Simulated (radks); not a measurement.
Isoelectronic series with 26 electrons, all held in the configuration [Ar] 3d6 4s2, which need not be the ground one along the series. Method: Dirac Kohn-Sham, PBE, spin-unpolarised, spherical densities, finite nucleus; open shells are shared between the two j in proportion to 2j + 1; Fermi nuclear charge, rms radius of each element as measured or else 0.836 A^(1/3) + 0.57 fm; computed with a radial shooting solver on a logarithmic mesh with Libxc functionals. Total energies (hartree) and mean radii <r> (bohr):

[
 {"ion": "Fe", "E (hartree)": "-1272.47139", "4s1/2": "2.989", "3d5/2": "1.144"},
 {"ion": "Co+", "E (hartree)": "-1392.61597", "4s1/2": "2.484", "3d5/2": "0.9761"},
 {"ion": "Ni2+", "E (hartree)": "-1518.76847", "4s1/2": "2.161", "3d5/2": "0.8645"},
 {"ion": "Cu3+", "E (hartree)": "-1650.91347", "4s1/2": "1.928", "3d5/2": "0.7817"},
 {"ion": "Zn4+", "E (hartree)": "-1789.05082", "4s1/2": "1.749", "3d5/2": "0.7164"},
 {"ion": "Ga5+", "E (hartree)": "-1933.18730", "4s1/2": "1.605", "3d5/2": "0.6630"},
 {"ion": "Ge6+", "E (hartree)": "-2083.33483", "4s1/2": "1.486", "3d5/2": "0.6181"},
 {"ion": "As7+", "E (hartree)": "-2239.50912", "4s1/2": "1.386", "3d5/2": "0.5797"},
 {"ion": "Se8+", "E (hartree)": "-2401.72759", "4s1/2": "1.299", "3d5/2": "0.5462"},
 {"ion": "Br9+", "E (hartree)": "-2570.01053", "4s1/2": "1.223", "3d5/2": "0.5167"},
 {"ion": "Kr10+", "E (hartree)": "-2744.37957", "4s1/2": "1.157", "3d5/2": "0.4906"},
 {"ion": "Rb11+", "E (hartree)": "-2924.85829", "4s1/2": "1.097", "3d5/2": "0.4671"},
 {"ion": "Sr12+", "E (hartree)": "-3111.47145", "4s1/2": "1.044", "3d5/2": "0.4459"},
 {"ion": "Zr14+", "E (hartree)": "-3503.20809", "4s1/2": "0.9525", "3d5/2": "0.4091"},
 {"ion": "Nb15+", "E (hartree)": "-3708.38779", "4s1/2": "0.9125", "3d5/2": "0.3930"},
 {"ion": "Mo16+", "E (hartree)": "-3919.81475", "4s1/2": "0.8759", "3d5/2": "0.3782"},
 {"ion": "Tc17+", "E (hartree)": "-4137.52362", "4s1/2": "0.8422", "3d5/2": "0.3645"},
 {"ion": "Ru18+", "E (hartree)": "-4361.54361", "4s1/2": "0.8109", "3d5/2": "0.3518"},
 {"ion": "Rh19+", "E (hartree)": "-4591.91288", "4s1/2": "0.7820", "3d5/2": "0.3399"}
]
